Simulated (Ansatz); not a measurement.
Molecule: AlBr, net charge 0, singlet state. 
Structure (B3LYP-D3(BJ)/def2-TZVP (Ansatz, a first-principles code) minimum search):
```xyz
2

Al     0.0000     0.0000    -1.7036
Br     0.0000     0.0000     0.6328
```

Computed values are from Ansatz. Valence correlation only, unless marked. Open shells are spin-unrestricted. No spin-orbit coupling. The frozen core is the preceding noble-gas configuration, with the filled d and f shells of earlier blocks. No relativistic terms. CBS marks a two-point X^-3 extrapolation of the correlation energy; Hartree-Fock from the larger set.

| Item | Value |
|---|---|
| atomisation energy De | 453.8 kJ/mol at CCSD(T)/CBS(def2-TZVPPD,def2-QZVPPD) |
| vertical ionisation energy (to the doublet) | 9.25 eV at CCSD(T)/CBS(def2-TZVPPD,def2-QZVPPD) |
| total energy | -2814.7421 Eh at CCSD(T)/CBS(def2-TZVPPD,def2-QZVPPD) |
| dipole moment | 1.85 D at CCSD(T)/def2-SVPD |
| T1 diagnostic | 0.012 at CCSD/def2-QZVPPD |
